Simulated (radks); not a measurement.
The numbers below are computed, except where a source is named.
Ionisation of neutral hafnium, [Xe] 4f14 5d2 6s2, to Hf+, [Xe] 4f14 5d1 6s2, under several functionals. Scalar-relativistic Kohn-Sham, spin-polarised, spherical densities, point nucleus; open shells are filled with parallel spins first (spin-orbit coupling, left out, can overturn this in heavy ions); a radial shooting solver on a logarithmic mesh with Libxc functionals. Known Delta-SCF values: PW91 6.933 eV. What does LDA (Slater exchange, Perdew-Zunger correlation) give, and what is its highest occupied eigenvalue?

Answer. 7.037 eV by Delta-SCF; the 5d eigenvalue is -3.210 eV. NIST: 6.825 eV (measured).
